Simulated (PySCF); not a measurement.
BrCl3Si. Atoms are numbered in the order given.

```xyz
5

Cl    -1.6749    -0.9670     1.1137
Si     0.0000     0.0000     0.4206
Cl     1.6749    -0.9670     1.1137
Cl     0.0000     1.9340     1.1137
Br     0.0000     0.0000    -1.7910
```

Geometry: PBE-D3(BJ)/def2-SVP.

Method: r2SCAN/def2-TZVP run with PySCF.

Atomic charges (e):

```tsv
atom	Löwdin	Mulliken	meta-Löwdin
Cl1	0.27	-0.18	-0.25
Si2	-1.05	0.69	0.94
Cl3	0.27	-0.18	-0.25
Cl4	0.27	-0.18	-0.25
Br5	0.23	-0.15	-0.20
```

Computed Mayer and Wiberg (Löwdin basis) orders of the bonds:
```json
[
 {"bond": "Cl1–Si2", "Mayer": "1.21", "Wiberg": "1.87"},
 {"bond": "Si2–Cl3", "Mayer": "1.21", "Wiberg": "1.87"},
 {"bond": "Si2–Cl4", "Mayer": "1.21", "Wiberg": "1.87"},
 {"bond": "Si2–Br5", "Mayer": "1.21", "Wiberg": "1.82"}
]
```
